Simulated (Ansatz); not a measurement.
`[OH][Hf]([OH])([SeH])[SeH]`, charge 0, multiplicity 1.

Problem. Give a relaxed structure at PBE0-D4/def2-TZVP (Ansatz). (Best estimate.)

Solution. Computed: 
Z-matrix (Å, degrees):
```
Hf
O 1 1.900
Se 1 2.595 2 111.3
O 1 1.900 2 115.9 3 118.2
Se 1 2.595 2 103.8 3 -119.5
H 2 0.952 1 167.2 3 -87.0
H 3 1.472 1 89.5 2 -52.4
H 4 0.952 1 167.1 2 31.8
H 5 1.472 1 89.5 2 -177.8
```
Point group C2.
This is one stationary point; other conformers may exist.
